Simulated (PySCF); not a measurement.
**Distorted geometries of [Dy(NH2)4]−**

[Dy(NH2)4]− (singlet in the valence; each metal's 4f electrons, 9 of them, lie in its core potential, out of spins and levels). PySCF 2.14.0, RKS r2SCAN, Dy lcecp-1-SVP with ECP55, N def2-SVP, H def2-SVP; non-relativistic Hamiltonian with scalar-relativistic core potentials where named; density fitting; no spin-orbit coupling. Relaxed geometry:

```xyz
13

Dy    0.0000    0.0000    0.0000
N     1.3754    1.3371    1.1926
H     2.2444    1.0013    1.6176
H     1.3415    2.3344    1.4116
N    -1.3755   -1.1926    1.3371
H    -1.3412   -1.4117    2.3345
H    -2.2446   -1.6175    1.0015
N     1.3754   -1.3371   -1.1926
H     1.3415   -2.3344   -1.4116
H     2.2444   -1.0013   -1.6176
N    -1.3755    1.1926   -1.3371
H    -2.2446    1.6175   -1.0015
H    -1.3412    1.4117   -2.3345
```

Question: Order these distorted geometries by energy above the relaxed one, lowest first.
A.
```xyz
13

Dy   -0.0431    0.0157   -0.0019
N     1.3691    1.3265    1.1729
H     2.2465    0.9787    1.6640
H     1.3454    2.3504    1.4173
N    -1.4100   -1.1711    1.2825
H    -1.3328   -1.4141    2.3809
H    -2.2285   -1.6853    1.0053
N     1.3666   -1.3514   -1.1151
H     1.4003   -2.3175   -1.3901
H     2.2128   -0.9726   -1.6582
N    -1.3964    1.2070   -1.3947
H    -2.2314    1.6106   -1.0082
H    -1.2986    1.4231   -2.3547
```
B.
```xyz
13

Dy   -0.0125   -0.0003    0.0352
N     1.4293    1.2999    1.1891
H     2.2853    0.9977    1.6369
H     1.3821    2.3004    1.4020
N    -1.4051   -1.1718    1.3275
H    -1.3651   -1.4374    2.2829
H    -2.2680   -1.6486    1.0118
N     1.3498   -1.3550   -1.1822
H     1.3505   -2.3228   -1.4046
H     2.2789   -0.9469   -1.6519
N    -1.3846    1.2195   -1.3179
H    -2.2862    1.6309   -0.9794
H    -1.3544    1.4345   -2.3494
```
C.
```xyz
13

Dy    0.1190   -0.0994   -0.0995
N     1.3929    1.4055    1.1254
H     2.1978    1.2423    1.6533
H     1.3083    2.2517    1.3765
N    -1.2545   -1.3100    1.3008
H    -1.3494   -1.5636    2.2865
H    -2.0869   -1.6406    1.1081
N     1.2604   -1.3142   -1.1605
H     1.4369   -2.4328   -1.5700
H     1.9607   -1.0101   -1.6434
N    -1.3421    1.2388   -1.1943
H    -2.2303    1.8245   -0.8000
H    -1.4129    1.4081   -2.3829
```

Answer: B (0.26 eV), A (0.39 eV), C (3.64 eV).

Question: Which forces (eV/Å) act in the one that lies 0.26 eV up?

Answer: 
```
Dy   0.20  0.15 -0.60
N   -0.39  0.32 -0.06
H    0.41 -0.25  0.17
H   -0.07 -0.03 -0.05
N   -0.75 -0.19 -1.11
H    0.25 -0.27  1.48
H    0.38  0.32 -0.12
N    2.21  2.52 -0.74
H    0.09 -1.33 -0.38
H   -2.47 -1.14  1.25
N   -0.56  0.46 -0.70
H    0.78 -0.34 -0.37
H   -0.08 -0.22  1.23
```
Forces carry noise of the integration grid, about 0.01 to 0.03 eV/Å.

No frequency check is given that shows the relaxed geometry to be a minimum. An lcecp potential fixes the number of 4f electrons, so in runs with it no electron can move into or out of that shell.
